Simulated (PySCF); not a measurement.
BH4N, SMILES BN. Atoms are numbered in the order given.

```xyz
6

B      0.0000     0.0000    -0.7807
N      0.0000     0.0000     0.6121
H      0.0000     1.0536    -1.3608
H      0.0000    -1.0536    -1.3608
H      0.0000    -0.8476     1.1702
H      0.0000     0.8476     1.1702
```

The structure is a stationary point at PBE-D3(BJ)/def2-TZVP.

Level of theory: B3LYP/pcJ-1 (PySCF).

Isotropic couplings with Fermi-contact, spin-dipole and both spin-orbit terms, one fixed conformer, no vibrational averaging. Isotopes: 11B, 14N, 1H.

Computed spin–spin coupling constants:
```
pair   bonds apart  J (Hz)
-----  -----------  ------
B1–N2            1    20.1
B1–H3            1   140.8
B1–H4            1   140.8
N2–H5            1    61.1
N2–H6            1    61.1
B1–H5            2    -0.8
B1–H6            2    -0.8
N2–H3            2     2.1
N2–H4            2     2.1
H3–H4            2    10.1
H5–H6            2    -0.4
H3–H5            3    16.0
H3–H6            3     7.9
H4–H5            3     7.9
H4–H6            3    16.0
```
